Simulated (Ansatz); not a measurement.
`[CH3][GeH]1[SiH2][B]1F` → `[F][Ge]1([SiH3])[BH][CH2]1`  (isomerisation)

Gas-phase electronic energies from Ansatz, PBE0-D4/def2-TZVP geometries. CCSD(T)/CBS adds triple-zeta CCSD(T) − MP2 to the extrapolated MP2 energy (def2 sets, frozen cores). DFT in def2-TZVPP. For Ge outer-core shells are correlated without core-valence functions, which leaves a few kJ/mol of doubt a bond. Scalar relativity is left out up to krypton.

| level | ΔE (kJ/mol) |
| --- | --- |
| PBE0-D4 | 31.7 |
| r2SCAN0 | 31.4 |

(1) What does CCSD(T)/CBS give? (An estimate is asked.)

(2) What do rigid-rotor, harmonic-oscillator terms from PBE0-D4/def2-TZVP frequencies (298.15 K, 1 bar) make of the CCSD(T)/CBS value? (Best estimate.)

Largest T1 diagnostic among the species: 0.014.

## Answers

(1) Ansatz gave: +21.5 kJ/mol. The listed levels differ from it by 10.2, 9.9 kJ/mol.

(2) The calculation gave: ΔZPE = -5.3 kJ/mol, ΔH = +16.7 kJ/mol, ΔS = 5 J/(mol·K), ΔG = +15.4 kJ/mol.

From BLYP to BHLYP (50 % exact exchange), in def2-TZVPP and without D4, ΔE moves by +11.3 kJ/mol. At CCSD(T), def2-SVP lies +14.8 kJ/mol from the extrapolated value and def2-TZVPP +3.2 kJ/mol.

CCSD(T)/CBS has its own doubt, a few kJ/mol and more with outer-core shells, so smaller differences from it don't rank the levels.
